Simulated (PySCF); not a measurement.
PbCl3, SMILES [Cl][Pb-]([Cl])[Cl], charge -1. Heavy atoms are numbered as in [Pb-:1]([Cl:2])([Cl:3])[Cl:4].

Coordinates come from a PBE0-D3(BJ)/def2-SVPD optimisation. The isomer is the one that the SMILES or the coordinates give; other isomers of the formula were not compared. The def2 effective core potentials stand for the cores of Pb; spin–orbit coupling is left out.

These are PBE0/def2-TZVPD (PySCF) values and carry that method's errors.

Mulliken values depend strongly on the basis, most of all with diffuse functions as here. ESP charges are fitted to the potential on shells at 1.4 to 2.0 van der Waals radii. Atomic charges (e), one atom of each kind:

```json
[
 {"atom": "Pb1", "Mulliken": "0.79", "ESP fit": "0.41"},
 {"atom": "Cl2", "Mulliken": "-0.60", "ESP fit": "-0.47"}
]
```
